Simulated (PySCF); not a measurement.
Gas-phase reaction: 2 GaOH → 2 GaH + O2

Computed with PySCF (xtb for GFN2) and rigid-rotor harmonic-oscillator thermochemistry at 1 bar. † marks an energy on the PBE0/def2-TZVP geometry and frequencies; other levels use their own. CCSD(T) freezes the core. 6-31G* has spherical d functions here. Open shells (unrestricted): O2 (multiplicity 3); the rest are closed-shell singlets. GFN2 has no spin-polarisation term. B3LYP is the form with VWN-RPA correlation. Ga: all electrons, no relativistic terms. GaOH, GaH: computed as isolated molecules; such fragments, hydroxides, amides, oligomers or adducts are transient or little studied in the gas. CCSD(T) isn't extrapolated to the basis-set limit; its ΔH°(298 K) is 658.7 kJ in def2-SVP and 712.9 kJ in def2-TZVPP. The harmonic model lacks anharmonicity and excited electronic states, which grow with temperature; levels with a mode under 35 cm⁻¹ are left out. Warning, point group unlike the PBE0 one: GaOH (GFN2-xTB).

ΔH° and ΔS° at 298 K: B3LYP/def2-TZVP† 679 kJ, 110 J/K; CCSD(T)/def2-SVP† 659 kJ, 110 J/K; GFN2-xTB 1085 kJ, 146 J/K; HF/6-31G* 559 kJ, 112 J/K.

Task: With the heat capacities included, give log10 K (1 bar) at 600, 800, 1200, 2000, 2500 K from B3LYP/def2-TZVP†, CCSD(T)/def2-SVP†, GFN2-xTB, HF/6-31G*.

Result: 
```tsv
T (K)	B3LYP/def2-TZVP†	CCSD(T)/def2-SVP†	GFN2-xTB	HF/6-31G*
600	-53.4	-51.6	-86.8	-42.8
800	-38.6	-37.3	-63.2	-30.6
1200	-23.8	-22.9	-39.6	-18.5
2000	-12.0	-11.4	-20.7	-8.7
2500	-8.4	-8.0	-15.1	-5.8
```
